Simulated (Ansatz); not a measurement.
Mulliken charges of `[F][Ga][Br]` radical from PBE/def2-TZVPP in Ansatz (PBE0-D4/def2-TZVP geometry).

```
atom   x (Å)   y (Å)   z (Å)  charge (e)
  F1  -1.459   0.304  -0.776      -0.301
 Ga2   0.021   0.687   0.093       0.499
 Br3   1.428  -1.055   0.670      -0.199
```

By hand: the dipole of these point charges (1 e Å = 4.8032 D).

Σ q r = (0.165, 0.461, 0.147) e Å, of length 0.511 e Å = 2.45 D.

How does the dipole of the full density compare? (Best estimate.)

Computed: (0.172, 0.302, 0.132) e Å, 1.79 D; the point charges give 1.37 times that, at 10° from its direction.

Point charges leave out the atoms' own dipoles, such as those of lone pairs, and Mulliken's split depends on the basis, so the two needn't agree.
